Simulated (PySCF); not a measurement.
C6H5F, SMILES C#CC(=C)/C=C\F.

Geometry: PBE0-D3(BJ)/def2-SVP. The structure was generated by enumeration; whether it is a known compound was not checked. One conformer was computed; it need not be the lowest.

These are HF/def2-TZVP run with PySCF values and carry that method's errors.

Symmetry labels are those of the subgroup Cs that the program uses (full group Cs).

List the valence orbital energies around the gap with their symmetry. (Estimate from the structure and the level; the computed values follow.)


```
orbital  symmetry  energy (eV)
-------  --------  -----------
HOMO−7         A'       -17.12
HOMO−6         A'       -16.34
HOMO−5         A'       -15.64
HOMO−4         A'       -14.71
HOMO−3         A"       -13.42
HOMO−2         A'       -10.68
HOMO−1         A"       -10.63
HOMO           A"        -8.75
LUMO           A"         2.27
LUMO+1         A'         4.17
LUMO+2         A"         4.51
LUMO+3         A'         4.57
```
